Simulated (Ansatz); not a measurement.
`S[SiH2]BCl` and `FB[SiH2]S` differ in one atom or group.

Ansatz, PBE0-D4/def2-TZVP geometries, multiplicity 1. Each molecule was computed in one conformer, which needn't be the lowest.

```
                                      property  `S[SiH2]BCl`
size of the dipole moment (PBE/def2-TZVPP) / D          0.66
          HOMO–LUMO gap (PBE0/def2-TZVPP) / eV          4.94
         LUMO energy (ωB97M-V/def2-TZVPP) / eV         -0.42
           HOMO–LUMO gap (PBE/def2-TZVPP) / eV          2.87
            LUMO energy (PBE0/def2-TZVPP) / eV         -2.40
            HOMO energy (PBE0/def2-TZVPP) / eV         -7.34
```

What does the change do to each property? (An estimate is asked.)

Computed: 
| property | `FB[SiH2]S` | shift |
| --- | --- | --- |
| size of the dipole moment (PBE/def2-TZVPP) / D | 0.59 | -0.07 |
| HOMO–LUMO gap (PBE0/def2-TZVPP) / eV | 5.40 | 0.46 |
| LUMO energy (ωB97M-V/def2-TZVPP) / eV | 0.02 | 0.44 |
| HOMO–LUMO gap (PBE/def2-TZVPP) / eV | 3.28 | 0.41 |
| LUMO energy (PBE0/def2-TZVPP) / eV | -1.94 | 0.46 |
| HOMO energy (PBE0/def2-TZVPP) / eV | -7.34 | 0.00 |

Dipoles are sizes alone; their direction can turn.
